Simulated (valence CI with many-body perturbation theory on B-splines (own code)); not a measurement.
## Cd¹⁶⁺: electric-dipole lines

Computed by relativistic CI+MBPT: four valence electrons over a frozen Dirac-Fock core [Ar] 3d10, a basis of 11 s, 11 p, 10 d, 8 f, 5 g, 2 h functions for each j, with the one-electron correlation potential Σ1, the two-electron term Σ2, the three-electron term Σ3, Breit, model QED; selected CI, second order for the rest, scaled by the run's own slope (own B-spline code, finite nucleus).

No measured spectrum was set against this ion. As an estimate, levels hold to about 250 cm⁻¹ or 0.2 % of their energy and the worst to 1 %, as in measured heavy ions of charge 2 to 7; those with d or f electrons hold less well. Among the levels kept, up to 480 cm⁻¹ of a level comes from second order outside the variational space, and about a tenth of that is noise between levels of different J, which matters for small intervals.

Lines 101 to 150 of 546 in falling wavelength, among levels below 1532700 cm⁻¹, chosen from the strongest by gf and those to the six lowest levels. Wavelengths and rates use the calculated energies, so an error of 1000 cm⁻¹ moves a line at 245.6 Å by 0.25 % and its rate by three times that or more. Electric multipoles are in the length gauge with retardation, E1 and E2 with the static RPA response of the core. Weak lines are less certain than strong ones. Lines between different terms over intervals too small for the method are left out, as are lines whose strength nearly cancels. Where a level lies close to another of its J and parity, the split of strength between their lines is uncertain. The highest levels of a list are the least certain.

Names give the largest LS component (configuration and term), which can be under half, so a name can repeat, a term be missing and a line seem to break the LS rules; names also repeat where a configuration has a term twice. Letters in brackets count levels of one name in rising energy.

```
λ vac (Å)               Upper               Lower   A (s⁻¹)  S (a.u.)
    245.6        4s.4p3 3P°_2        4s2.4p2 3P_2  1.84e+10  6.71e-01
    245.4        4p3.4d 5D°_4      4s.4p2.4d 5F_4  6.25e+09  4.11e-01
    244.9        4s.4p3 3P°_0        4s2.4p2 3P_1  1.45e+10  1.05e-01
    244.5        4p3.4d 5D°_2      4s.4p2.4d 5D_3  4.55e+09  1.64e-01
    244.1  4s.4p2.4d 3F_3 [b]     4s2.4p.4d 3P°_2  5.00e+09  2.51e-01
    243.9  4s.4p2.4d 3F_2 [b]     4s2.4p.4d 3F°_2  1.32e+10  4.74e-01
    243.7  4s.4p2.4d 1D_2 [a]     4s2.4p.4d 3D°_3  5.75e+09  2.05e-01
    242.5  4s.4p2.4d 3D_2 [c]     4s2.4p.4d 3D°_1  8.36e+09  2.94e-01
    242.5    4p3.4d 3D°_1 [a]  4s.4p2.4d 3F_2 [a]  8.03e+09  1.70e-01
    242.2  4s.4p2.4d 3D_3 [e]     4s2.4p.4d 3D°_2  7.55e+09  3.71e-01
    242.0  4s.4p2.4d 3D_3 [b]     4s2.4p.4d 3F°_3  3.64e+09  1.78e-01
    240.5  4s.4p2.4d 3D_2 [d]     4s2.4p.4d 3D°_2  1.14e+10  3.92e-01
    240.4        4s.4p3 3P°_1        4s2.4p2 3P_1  1.49e+10  3.07e-01
    239.9    4p3.4d 3F°_3 [b]      4s.4p2.4d 3G_4  7.72e+09  3.68e-01
    239.8  4s.4p2.4d 3P_1 [d]     4s2.4p.4d 1P°_1  1.03e+10  2.11e-01
    239.6  4s.4p2.4d 3P_1 [b]     4s2.4p.4d 3P°_2  1.17e+10  2.38e-01
    238.3  4s.4p2.4d 3D_3 [e]     4s2.4p.4d 3D°_3  1.55e+10  7.24e-01
    237.5        4p3.4d 5D°_3      4s.4p2.4d 5F_3  5.46e+09  2.53e-01
    237.4        4s.4p3 1P°_1        4s2.4p2 1S_0  1.20e+10  2.37e-01
    236.9        4s.4p3 3P°_2        4s2.4p2 3P_1  1.79e+07  5.88e-04
    236.2    4p3.4d 1F°_3 [c]  4s.4p2.4d 3F_4 [b]  3.71e+09  1.69e-01
    236.1  4s.4p2.4d 3D_2 [d]     4s2.4p.4d 3P°_1  8.13e+09  2.64e-01
    235.7  4s.4p2.4d 3D_1 [d]     4s2.4p.4d 3P°_1  1.26e+10  2.44e-01
    235.6        4p3.4d 3G°_4      4s.4p2.4d 5F_5  4.35e+09  2.53e-01
    234.4    4p3.4d 3F°_2 [b]      4s.4p2.4d 5D_3  6.78e+09  2.15e-01
    232.7            4p4 1D_2        4s.4p3 3D°_3  6.12e+09  1.91e-01
    232.6  4s.4p2.4d 3D_1 [d]     4s2.4p.4d 3P°_0  8.78e+09  1.63e-01
    232.4    4p3.4d 3F°_4 [b]      4s.4p2.4d 3G_5  1.11e+10  6.19e-01
    232.3    4p3.4d 3D°_3 [b]      4s.4p2.4d 3G_4  5.76e+09  2.49e-01
    230.8        4p3.4d 5D°_4      4s.4p2.4d 5F_3  4.51e+09  2.46e-01
    230.6  4s.4p2.4d 3F_3 [b]     4s2.4p.4d 3F°_3  1.45e+10  6.15e-01
    230.3  4s.4p2.4d 3D_1 [a]     4s2.4p.4d 3F°_2  1.27e+10  2.30e-01
    230.1    4p3.4d 3F°_4 [a]      4s.4p2.4d 5D_4  3.43e+09  1.86e-01
    229.7        4p3.4d 5D°_3      4s.4p2.4d 5F_2  3.81e+09  1.60e-01
    228.7        4p3.4d 1G°_4      4s.4p2.4d 5F_5  3.17e+09  1.69e-01
    228.6  4s.4p2.4d 1D_2 [c]     4s2.4p.4d 1P°_1  7.91e+09  2.33e-01
    228.5  4s.4p2.4d 3P_2 [b]     4s2.4p.4d 3P°_2  1.12e+10  3.31e-01
    227.7            4p4 3P_1        4s.4p3 3D°_2  1.11e+10  1.95e-01
    227.4        4p3.4d 5D°_2      4s.4p2.4d 5F_3  5.56e+09  1.61e-01
    227.2  4s.4p2.4d 3F_2 [c]     4s2.4p.4d 3F°_3  6.52e+09  1.89e-01
    226.8  4s.4p2.4d 3F_4 [c]     4s2.4p.4d 3F°_4  3.39e+10  1.76e+00
    225.5     4s.4p.4d2 5G°_2      4s.4p2.4d 3G_3  5.36e+09  1.52e-01
    225.3    4p3.4d 3D°_3 [a]      4s.4p2.4d 5F_4  5.79e+09  2.29e-01
    225.2  4s.4p2.4d 3D_1 [b]     4s2.4p.4d 3F°_2  2.20e+10  3.73e-01
    224.9  4s.4p2.4d 3F_3 [c]     4s2.4p.4d 3F°_3  6.25e+09  2.46e-01
    223.8  4s.4p2.4d 3P_2 [c]     4s2.4p.4d 3D°_3  3.93e+10  1.09e+00
    223.8  4s.4p2.4d 3D_2 [c]     4s2.4p.4d 3F°_3  3.25e+10  8.99e-01
    223.8    4p3.4d 3D°_1 [b]  4s.4p2.4d 3F_2 [a]  1.27e+10  2.11e-01
    223.8        4p3.4d 3G°_4      4s.4p2.4d 5F_4  3.79e+09  1.89e-01
    223.1  4s.4p2.4d 1D_2 [c]     4s2.4p.4d 1F°_3  2.32e+10  6.36e-01
```
